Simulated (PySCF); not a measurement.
GaClBr2, SMILES [Cl][Ga]([Br])[Br]. The structure is a stationary point at PBE0-D3(BJ)/def2-SVP. The structure was generated by enumeration; whether it is a known compound was not checked.

Q: Give the equilibrium geometry at PBE0-D3(BJ)/def2-SVP (PySCF confirms it by a frequency run) as Cartesian coordinates in Å, and its point group. (Estimate from the structure and the level; the computed values follow.)

A: point group C2v.
```xyz
4

Ga     0.0000     0.0000     0.3546
Cl     0.0000     0.0000     2.4813
Br     0.0000     1.9669    -0.7596
Br     0.0000    -1.9669    -0.7596
```
Charge 0, spin multiplicity 1.
